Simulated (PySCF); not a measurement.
**How the functional moves excitation energies**

Compound: CHBr₃.
Numbering: `[Br:1][CH:2]([Br:3])[Br:4]` (hydrogens: H5 on C2)

Cartesian coordinates in Å at the PBE0-D3(BJ)/def2-SVP level; atoms count from 1:
```xyz
5
CHBr3 angstrom
Br    -1.4185   -1.1758   -0.4362
C      0.0026   -0.0023    0.1191
Br    -0.3297    1.8205   -0.4028
Br     1.7200   -0.6200   -0.4921
H      0.0256   -0.0225    1.2121
```

Linear-response calculations in the def2-SVPD basis (PySCF; singlets by full response, triplets Tamm–Dancoff, core orbitals frozen in the response; HF means time-dependent Hartree–Fock). 'Strongest' is the level of largest summed f among the singlets computed (10 roots, of which the last may lack a degenerate partner); it can jump between rows when another state enters that window. S1 is the lowest singlet of each run and needn't be the same state throughout; f(S1) is that of one state. Isolated species at its PBE0-D3(BJ)/def2-SVP geometry, gas phase. The LDA/def2-SVPD calculation is non-relativistic and has no spin–orbit coupling, an omission that weighs most on bromine.

| functional | kind | S1 (eV) | f(S1) | strongest (eV) | T1 (eV) | HOMO (eV) | gap (eV) | ionisation energy, ΔSCF (eV) |
| --- | --- | --- | --- | --- | --- | --- | --- | --- |
| LDA | LDA | 4.15 | 0.000 | 5.57 | 3.88 | -7.04 | 3.99 | 9.90 |
| PBE | GGA | 4.15 | 0.000 | 5.61 | 3.84 | -6.89 | 4.01 | 9.72 |
| B3LYP | global hybrid, 20% exact exchange | 4.61 | 0.000 | 5.18 | 4.20 | -7.90 | 5.70 | 10.09 |
| PBE0 | global hybrid, 25% exact exchange | 4.79 | 0.000 | 5.35 | 4.32 | -8.18 | 6.21 | 10.19 |
| BHandHLYP | global hybrid, 50% exact exchange | 5.21 | 0.000 | 5.70 | 4.65 | -9.30 | 8.31 | 10.48 |
| CAM-B3LYP | range-separated hybrid | 5.02 | 0.000 | 5.52 | 4.49 | -9.48 | 8.62 | 10.46 |
| wB97X-D | range-separated hybrid | 5.05 | 0.000 | 5.56 | 4.55 | -10.05 | 9.83 | 10.43 |
| LC-wPBE | range-separated hybrid | 5.38 | 0.000 | 5.80 | 4.73 | -10.89 | 11.23 | 10.87 |

Question: What does HF (Hartree–Fock) give?

Answer: S1 (eV) 5.92, f(S1) 0.000, strongest (eV) 8.72, T1 (eV) 5.13, HOMO (eV) -11.13, gap (eV) 12.44, ionisation energy, ΔSCF (eV) not settled. S1 runs from 4.15 eV (LDA) to 5.92 eV (HF), a spread of 1.78 eV, while the orbital gap spreads over 8.4 eV. Along PBE (0%), B3LYP (20%), PBE0 (25%), BHandHLYP (50%), HF (100%) S1 rises with the share of exact exchange. −ε(HOMO) comes closest to its own ΔSCF ionisation energy with LC-wPBE (+0.03 eV) and misses most with LDA (-2.87 eV). 'Not settled' means that the ion's SCF failed to converge or may have ended in another state than the lowest.
